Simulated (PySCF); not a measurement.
SMILES C#CC(=C=C=C)C=C, C8H6

Geometry (Å), atoms numbered from 1 in this order:
```xyz
14

C    -1.299    2.265    1.113
C    -0.855    1.266    0.615
C    -0.328    0.089    0.033
C     0.997   -0.060   -0.044
C     2.236   -0.213   -0.118
C     3.536   -0.378   -0.198
C    -1.232   -0.932   -0.465
C    -2.558   -0.851   -0.397
H    -1.688    3.139    1.545
H     3.962   -1.267   -0.634
H     4.220    0.369    0.170
H    -0.751   -1.796   -0.905
H    -3.191   -1.634   -0.777
H    -3.049    0.004    0.039
```

Level of theory: PySCF 2.14.0, GIAO PBE/pcSseg-1 magnetisability, rotational g tensor and spin-rotation constants, non-relativistic, gas phase. Geometry: GFN2-xTB.

Q: Give the nuclear spin-rotation constants along the inertial axes (H = +C I·J) beside the isotropic shieldings.

A: Rotational constants 3.5826, 1.2287, 0.9149 GHz. A star marks the isotopologue with that one atom substituted, in its own axes.
```csv
atom,isotope,Caa (kHz),Cbb (kHz),Ccc (kHz),mean (kHz),σ (ppm)
H9,1H,-0.278,0.005,-0.107,-0.127,28.7
H10,1H,-0.161,0.032,-0.102,-0.077,26.1
H11,1H,-0.170,0.034,-0.102,-0.079,26.1
H12,1H,-0.144,0.064,-0.108,-0.063,25.1
H13,1H,-0.212,0.069,-0.107,-0.083,25.9
H14,1H,-0.085,0.037,-0.108,-0.052,25.4
C1,13C*,0.926,0.227,0.303,0.486,90.4
C2,13C*,1.015,0.126,0.332,0.491,98.0
C3,13C*,1.252,0.453,0.140,0.615,71.2
C4,13C*,1.581,0.501,0.324,0.802,-0.3
C5,13C*,1.300,0.518,0.323,0.714,12.4
C6,13C*,1.179,0.438,0.117,0.578,81.8
C7,13C*,1.276,0.616,0.143,0.678,39.5
C8,13C*,1.200,0.569,0.118,0.629,57.2
```
For the geometry as given, no vibrational averaging.

Q: How do the rotational constants and the g tensor change when H9, H10, H11, H12, H13, H14 are replaced by deuterium?

A: Constants 3.0933, 1.0796, 0.8003 GHz; g -0.0415, -0.0110, 0.0019, against -0.0481, -0.0126, 0.0022 before.
